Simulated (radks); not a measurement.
Ir44+, configuration [Ar] 3d8 4s2 4p3 4f2 (not the ground configuration).

All-electron calculation, Dirac Kohn-Sham, LDA (Slater exchange, Perdew-Wang correlation), spin-unpolarised, spherical densities, finite nucleus; open shells are shared between the two j in proportion to 2j + 1; Fermi nuclear charge, rms radius 5.4032 fm. Program: a radial shooting solver on a logarithmic mesh with Libxc functionals.

Energy parts (hartree):
| part | energy |
|---|---|
| total | -16367.9378 |
| kinetic | 18829.3823 |
| electron-nucleus | -38173.2678 |
| Hartree | 3223.1109 |
| exchange-correlation | -247.1633 |

Orbitals (lengths in bohr, moments of r in powers of bohr; r(max) is where P^2 peaks):
| orbital | occ. | eigenvalue (hartree) | r(max) | <r^4> | small-component weight |
|---|---|---|---|---|---|
| 1s1/2 | 2 | -2876.089 | 0.01083 | 4.825e-07 | 8.49e-02 |
| 2s1/2 | 2 | -572.7631 | 0.06249 | 0.00007013 | 1.94e-02 |
| 2p1/2 | 2 | -552.9383 | 0.04616 | 0.00004180 | 1.95e-02 |
| 2p3/2 | 4 | -492.9415 | 0.05330 | 0.00006288 | 1.75e-02 |
| 3s1/2 | 2 | -192.9997 | 0.1738 | 0.002343 | 6.77e-03 |
| 3p1/2 | 2 | -184.4277 | 0.1620 | 0.002019 | 6.72e-03 |
| 3p3/2 | 4 | -170.5321 | 0.1760 | 0.002682 | 6.15e-03 |
| 3d3/2 | 3.2 | -156.7194 | 0.1364 | 0.001711 | 6.01e-03 |
| 3d5/2 | 4.8 | -153.6428 | 0.1402 | 0.001863 | 5.86e-03 |
| 4s1/2 | 2 | -91.37317 | 0.3677 | 0.03361 | 2.98e-03 |
| 4p1/2 | 1 | -87.62877 | 0.3620 | 0.03294 | 2.92e-03 |
| 4p3/2 | 2 | -83.04741 | 0.3840 | 0.04056 | 2.74e-03 |
| 4d3/2 | 0 | -77.14747 | 0.3645 | 0.03688 | 2.61e-03 |
| 4d5/2 | 0 | -76.14076 | 0.3706 | 0.03901 | 2.57e-03 |
| 4f5/2 | 0.857143 | -69.36110 | 0.3006 | 0.02727 | 2.32e-03 |
| 4f7/2 | 1.14286 | -69.05180 | 0.3030 | 0.02793 | 2.30e-03 |
| 5s1/2 | 0 | -53.10720 | 0.6505 | 0.2606 | 1.65e-03 |
| 5p1/2 | 0 | -51.29057 | 0.6522 | 0.2669 | 1.62e-03 |
| 5p3/2 | 0 | -49.23199 | 0.6820 | 0.3137 | 1.55e-03 |
| 5f5/2 | 0 | -42.89146 | 0.6550 | 0.2982 | 1.35e-03 |
| 5f7/2 | 0 | -42.73985 | 0.6581 | 0.3032 | 1.34e-03 |

The highest occupied level is 4f7/2 at -1879.0 eV. The configuration is held as typed, so some empty levels lie below it. The electron density at the nucleus is 1.819e+06 e/bohr^3. Summed over all electrons, <r^2> = 1.696 bohr^2, which gives a Langevin (diamagnetic) susceptibility term of -1.34 x 10^-6 cm^3/mol. The density falls to 0.001 e/bohr^3 at r = 0.97 bohr.
